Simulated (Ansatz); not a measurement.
Stepwise reaction of `C[NH][InH2]` with hydrogen fluoride, as a gas-phase model of exchange steps in deposition or etching. ΔE in kJ/mol; ΔG adds harmonic PBE0-D4 terms to CCSD(T)/CBS, at 1 bar.

Gas-phase electronic energies from Ansatz, PBE0-D4/def2-TZVP geometries. CCSD(T)/CBS is the MP2 limit (def2-TZVPP, def2-QZVPP) plus CCSD(T) − MP2 in def2-TZVPP, frozen cores. This one scheme is used for every species. DFT in def2-TZVPP. B3LYP here is the variant with VWN-RPA as its local correlation; programs differ in this. def2 core potentials past Kr. For In outer-core shells are correlated without core-valence functions, which leaves a few kJ/mol of doubt a bond. Each species was taken in one conformer, which may not be the lowest.

| step | reaction | PBE-D4 | B3LYP-D4 | ωB97M-V | CCSD(T)/CBS | ΔG(400 K) |
| --- | --- | --- | --- | --- | --- | --- |
| 1 | `C[NH][InH2]` + H–F → `C[NH][InH][F]` + H₂ | -51.5 | -54.4 | -50.7 | -52.6 | -53.8 |
| 2 | `C[NH][InH][F]` + H–F → `C[NH][In]([F])[F]` + H₂ | -19.2 | -20.0 | -15.6 | -17.0 | -17.9 |

**Question.** By hand: ΔE of the 2 steps together at CCSD(T)/CBS.

**Answer.** (-52.6) + (-17.0) = -69.6 kJ/mol, or -34.8 kJ/mol a step.

In ΔE each step is higher than the one before. All are downhill at CCSD(T)/CBS. ΔG lies between -53.8 and -17.9 kJ/mol a step. PBE-D4 differs from CCSD(T)/CBS by -2.2 to 1.1 kJ/mol a step. Isolated molecules leave out the surface, adducts and barriers. Largest T1 diagnostic: 0.016.
